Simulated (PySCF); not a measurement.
Bonds (- single, = double, # triple, : aromatic): C1-C2, C2-C3, C3-C4, C4#C5, C5-C6, C6=C7, C7-C8, C8-Si9, Si9-C6. C1 carries H10, H11, H12; C2 carries H13, H14; C3 carries H15, H16; C7 carries H17; C8 carries H18, H19; Si9 carries H20, H21.

[PySCF 2.14.0 with density-fitted response routines: σ from GIAO-PBE0/pcSseg-1; structure optimised with GFN2-xTB; no relativistic terms; one computed conformer; equivalent nuclei averaged; isolated molecule]

Predict the 2D correlation tables (HSQC, COSY, HMBC).

Results:



HSQC (one-bond C–H):
```tsv
δH	δC
7.19 (H17)	164.4 (C7)
2.52 (H15/H16)	24.5 (C3)
1.91 (H18/H19)	18.5 (C8)
1.50 (H13/H14)	26.5 (C2)
1.16 (H10/H11/H12)	15.5 (C1)
```

COSY cross peaks (H two or three bonds apart, from the bond graph; peaks can be absent where the dihedral angle is near 90°):
```tsv
δH	δH
7.19 (H17)	1.91 (H18/H19)
5.03 (H20/H21)	1.91 (H18/H19)
2.52 (H15/H16)	1.50 (H13/H14)
1.50 (H13/H14)	1.16 (H10/H11/H12)
```

HMBC (two and three bonds, from the bond graph):
```tsv
δH	δC
7.19 (H17)	135.8 (C6), 86.4 (C5), 18.5 (C8)
5.03 (H20/H21)	164.4 (C7), 135.8 (C6), 86.4 (C5), 18.5 (C8)
2.52 (H15/H16)	102.7 (C4), 86.4 (C5), 26.5 (C2), 15.5 (C1)
1.91 (H18/H19)	164.4 (C7), 135.8 (C6)
1.50 (H13/H14)	102.7 (C4), 24.5 (C3), 15.5 (C1)
1.16 (H10/H11/H12)	26.5 (C2), 24.5 (C3)
```

Shifts are taken against calculated references (same method and geometry level): ¹H (σref 31.72) and ¹³C (σref 186.93) vs TMS.

Short H···H contacts in this conformer between protons four or more bonds apart (candidates for NOE cross peaks, intensity ∝ r⁻⁶): H12···H16 2.56 Å.

Shifts are as computed. Against solution values, carbons near 30 ppm lie about +3 ppm off and those near 130 ppm about +5 ppm. Of 1309 compounds with measured shifts, 239 miss one by over three times the rms of a fit or turn the order of signals round; such compounds aren't used in these exercises.
